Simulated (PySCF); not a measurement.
B(Cl)(H)(SeH) (BClH2Se), SMILES ClB[SeH].

Coordinates come from a B3LYP-D3(BJ)/def2-TZVP optimisation. One conformer was computed; it need not be the lowest.

The numbers are results of PySCF 2.14.0 with TDA-CAM-B3LYP/def2-SVPD, not measurements.

Vertical excitations.  State labels are in the subgroup Cs.

Computed lowest excited states:
```csv
state,symmetry,energy (eV),λ (nm),f,main pairs
S1,A",5.57,223,0.000,HOMO−1→LUMO 96 %
S2,A',5.74,216,0.225,HOMO→LUMO 92 %
S3,A",6.00,207,0.004,"HOMO→LUMO+1 61 %, HOMO→LUMO+2 34 %"
S4,A",6.98,178,0.057,"HOMO→LUMO+2 55 %, HOMO→LUMO+1 34 %"
S5,A",7.28,170,0.004,HOMO−2→LUMO 93 %
S6,A',7.50,165,0.003,"HOMO−1→LUMO+1 69 %, HOMO−1→LUMO+2 22 %"
S7,A",7.70,161,0.028,HOMO→LUMO+3 81 %
S8,A",7.93,156,0.001,"HOMO→LUMO+4 76 %, HOMO−4→LUMO 15 %"
S9,A",7.99,155,0.001,HOMO−4→LUMO 79 %
S10,A',8.02,155,0.123,HOMO−3→LUMO 73 %
T1,A',4.37,284,0,HOMO→LUMO 98 %
T2,A",5.20,238,0,HOMO−1→LUMO 93 %
T3,A",5.55,223,0,"HOMO→LUMO+1 58 %, HOMO→LUMO+2 33 %"
T4,A",6.67,186,0,"HOMO−2→LUMO 36 %, HOMO→LUMO+2 28 %, HOMO→LUMO+1 22 %"
```
Triplets are in the Tamm–Dancoff approximation.
